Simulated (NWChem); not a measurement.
SeF2; SMILES F[Se]F

```xyz
3

Se     0.0000     0.0000     0.3986
F     -1.2909     0.0000    -0.7530
F      1.2909     0.0000    -0.7530
```
Atoms are numbered in this order, from 1.

Computed with NWChem. All runs use the structure optimised with PBE0-D3(BJ)/def2-TZVP. Ions are spin-unrestricted doublets at the neutral geometry; other ion states weren't tried.

### Question
Among these, which level gives the highest value of “−ε(HOMO) (eV)”?
A) B3LYP/def2-SVP
B) r2SCAN/def2-SVP
C) LRC-wPBEh/def2-SVP
D) PBE/def2-SVP

### Answer
C, LRC-wPBEh/def2-SVP. Values: PBE/def2-SVP 5.41; r2SCAN/def2-SVP 5.85; B3LYP/def2-SVP 6.65; LRC-wPBEh/def2-SVP 8.85
